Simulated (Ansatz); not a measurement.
Frontier orbitals of `[NH2][GaH][Br]`.

```xyz
6

N    -0.7036   -0.5993   -0.4534
Ga    0.5772    0.2519    0.4826
Br    0.9145    2.4246   -0.1696
H    -0.9770   -1.5539   -0.2968
H    -1.2226   -0.1606   -1.1945
H     1.4114   -0.3627    1.6317
```

The species carries charge 0 and has multiplicity 1. Correlated methods include outer-core shells of Br, Ga, which these sets cover unevenly. Scalar relativity is left out up to krypton. Geometry: relaxed with PBE0-D4/def2-TZVP. It is one conformer, not always the lowest. Basis def2-TZVPP, Ansatz 0.2.0.

| functional | HOMO (eV) | LUMO (eV) | gap (eV) |
| --- | --- | --- | --- |
| PBE | -6.35 | -1.56 | 4.79 |
| BLYP | -6.21 | -1.49 | 4.72 |
| r2SCAN | -6.64 | -1.30 | 5.34 |
| PBE0 | -7.69 | -0.80 | 6.89 |
| r2SCANh | -7.15 | -1.03 | 6.12 |
| LC-ωPBE | -10.53 | 1.24 | 11.77 |
| ωB97M-V | -10.02 | 0.90 | 10.92 |
| HF | -10.93 | 1.96 | 12.89 |

Against PBE, PBE0 changes HOMO and LUMO by −1.35 and +0.76 eV, ωB97M-V by −3.67 and +2.47 eV. A gap of 4.79 eV thus becomes 10.92 eV for the same molecule, so an orbital gap means little without its functional. A positive LUMO is unbound and depends on the basis.

LC-ωPBE has ω = 0.4 bohr⁻¹.
